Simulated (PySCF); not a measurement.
## W⁴⁷⁺: fine-structure interval

W⁴⁷⁺ [Ar] 3d9 [3d3/2^4 3d5/2^5, M_J = 5/2] → W⁴⁷⁺ [Ar] 3d9 [3d3/2^3 3d5/2^6, M_J = 3/2], as a difference of total energies. Computed with PySCF 2.14 in an uncontracted even-tempered set (15 s from 12 bohr⁻², ratio 2.8; 13 p from 15 bohr⁻², ratio 2.8; 8 d from 15 bohr⁻², ratio 2.8; 3 f from 57 bohr⁻², ratio 3), with the two-component X2C-1e Hamiltonian. Correlated levels: [Ne] frozen; the 76 highest virtual spinors dropped. "Screened" scales the spin-orbit matrix elements by Boettger's factors to mimic the two-electron term; Breit and QED terms are absent.

```csv
method,fine-structure interval (cm⁻¹)
GHF (screened spin-orbit),549920
GMP2 (screened spin-orbit),549440
GHF (bare spin-orbit),636780
```
